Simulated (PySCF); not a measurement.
## Core-level binding energies of Ge(CCH)H3

Ge(CCH)H3, C₂H₄Ge.
Bonds: Ge1–C2, C2–C3. Hydrogens: H5, H6, H7 on Ge1; H4 on C3.

The calculation used delta-SCF UKS SCAN, pcX-2 on the ionised atom, pcseg-1 elsewhere, spin-free X2C (PySCF). Each binding energy is the total energy of the core-ionised species, with the hole localised on one atom, minus that of the ground state; both are solved self-consistently, so orbital relaxation is included.

Problem. List the computed XPS lines with their assignment.

Solution. 
```tsv
atom(s)	bonded to	level	binding energy (eV)	above the level's lowest (eV)	count
C2	C and Ge	C 1s	290.40	0.00	1
C3	C and H	C 1s	290.48	+0.08	1
```

The 2 C 1s values lie within 0.08 eV of each other; Gaussian lines of 0.5 eV full width would blend them into one maximum.

Problem. Which photon energy gives electrons from C 1s of C2 a kinetic energy of 150 eV, and what is their de Broglie wavelength?

Solution. hν = 290.40 + 150 = 440.40 eV, recoil neglected; λ = 12.264 Å/√(E/eV) = 1.00 Å.

The unrestricted hole states depart most from a pure doublet (⟨S²⟩ = 0.75; over 0.85 named) for C 1s of C2 (0.86) and C 1s of C3 (0.85), which makes these values less certain. No level of germanium is listed. Geometry: PBE0-D3(BJ)/def2-SVP; no solvent, vibrations or thermal averaging.
